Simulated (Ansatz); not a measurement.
Reaction (ligand exchange at a Ge–O bond): `[OH][GeH2][OH]` + H₂Te → `[OH][GeH2][TeH]` + H₂O

Computed with Ansatz on PBE0-D4/def2-TZVP structures; ΔE is electronic, products minus reactants. CCSD(T)/CBS adds triple-zeta CCSD(T) − MP2 to the extrapolated MP2 energy (def2 sets, frozen cores). This one scheme is used for every species. DFT in def2-TZVPP. HSE06 is defined as in plane-wave codes. Elements past krypton have def2 core potentials. For Ge, Te outer-core shells are correlated without core-valence functions, which leaves a few kJ/mol of doubt a bond. Scalar relativity is left out up to krypton. Each species was taken in one conformer, which may not be the lowest.

```json
{"level": "revPBE-D4", "ΔE (kcal/mol)": "-9.3"}
{"level": "HSE06-D4", "ΔE (kcal/mol)": "-9.8"}
{"level": "LC-ωPBE", "ΔE (kcal/mol)": "-6.1"}
{"level": "CCSD/def2-SVP", "ΔE (kcal/mol)": "-4.2"}
```

(1) What does CCSD(T)/CBS give? (An estimate is asked.)

Largest T1 diagnostic among the species: 0.012.

Answers

(1) Computed: -8.5 kcal/mol. The listed levels differ from it by -0.8, -1.3, 2.4, 4.3 kcal/mol.

Leaving LDA and LC-ωPBE aside and taking each functional with its dispersion term where it has one, the values, not all of them listed here, spread over 5.2 kcal/mol, from HSE06-D4 to B97M-V. The D4 term adds −1.4 kcal/mol with B3LYP and −0.8 kcal/mol with PBE0; it sums over pairs of atoms, weighted by their polarisabilities, and B3LYP, whose exchange is more repulsive, gets the larger term. At CCSD(T), def2-SVP lies +4.2 kcal/mol from the extrapolated value and def2-TZVPP +2.5 kcal/mol.

B3LYP here is the variant with VWN-RPA as its local correlation; programs differ in this.
